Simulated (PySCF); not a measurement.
A side-by-side comparison of computed properties.

First species: C5H6NPS.
Geometry (GFN2-xTB, Å), atoms numbered from 1 in this order:
```xyz
14
C5H6NPS angstrom
C      2.704   -0.899   -0.119
S      1.994    0.323   -1.253
C      0.347    0.418   -0.647
N      0.061   -0.345    0.379
C     -1.140   -0.367    0.928
C     -2.224    0.387    0.510
C     -2.138    1.260   -0.559
P     -0.717    1.539   -1.509
H      2.636   -0.521    0.895
H      3.739   -1.031   -0.417
H      2.152   -1.829   -0.212
H     -1.232   -1.044    1.769
H     -3.162    0.285    1.038
H     -3.020    1.824   -0.840
```

Second species: Phenylhydrazine, C₆H₈N₂.
InChI=1S/C6H8N2/c7-8-6-4-2-1-3-5-6/h1-5,8H,7H2

Levels: wB97X-D/def2-SVPD for dipole moment, HOMO energy, LUMO energy, HOMO–LUMO gap, static isotropic polarisability and electronic spatial extent ⟨r²⟩ about the centre of nuclear charge; TDDFT wB97X-D/def2-SVPD for lowest singlet excitation; TDA wB97X-D/def2-SVPD for lowest triplet excitation (Tamm–Dancoff); GFN2-xTB for rotational constant A and rotational constant C. Geometries: GFN2-xTB. All species are isolated and taken at one optimised geometry, non-relativistic unless stated. Electronic properties by PySCF.

The conformers computed, where there is a choice (atom-mapped SMILES and torsion angles):
- `[CH3:1][S:2][c:3]1[n:4][cH:5][cH:6][cH:7][p:8]1`: C1–S2–C3–N4 0°
- `[NH2:1][NH:2][c:3]1[cH:4][cH:5][cH:6][cH:7][cH:8]1`: N1–N2–C3–C4 -21°, H–N1–N2–C3 77°, H–N1–N2–C3 -43°

```csv
property,column X,column Y
dipole moment,2.29 D,0.64 D
HOMO energy,-7.98 eV,-7.70 eV
LUMO energy,-0.25 eV,1.55 eV
HOMO–LUMO gap,7.73 eV,9.25 eV
lowest singlet excitation,3.86 eV,4.90 eV
lowest triplet excitation (Tamm–Dancoff),2.77 eV,4.00 eV
static isotropic polarisability,112.9 au,86.9 au
electronic spatial extent ⟨r²⟩ about the centre of nuclear charge,1341 bohr²,979 bohr²
rotational constant A,2.947 GHz,5.069 GHz
rotational constant C,0.828 GHz,1.191 GHz
```

Task: Which column belongs to which species?

Result: Column X is the first species and column Y the second. The first has 14 atoms and 74 electrons, the second 16 and 58.

Task: How does each property change from the first species to the second?

Result: dipole moment -1.65 D; HOMO energy +0.28 eV; LUMO energy +1.80 eV; HOMO–LUMO gap +1.52 eV; lowest singlet excitation +1.04 eV; lowest triplet excitation (Tamm–Dancoff) +1.23 eV; static isotropic polarisability -26.0 au; electronic spatial extent ⟨r²⟩ about the centre of nuclear charge -362 bohr²; rotational constant A +2.122 GHz; rotational constant C +0.363 GHz.

On the first: S1 lies 3.87 eV below the HOMO–LUMO gap; its leading configuration is HOMO→LUMO, weight 0.95. In atomic units the dipole is 0.90 e·bohr (1 au = 2.5417 D).

On the second: The polarisability is 12.88 Å³ as a volume (1 au = 0.148185 Å³), or 1.50 au for each of the 58 electrons.
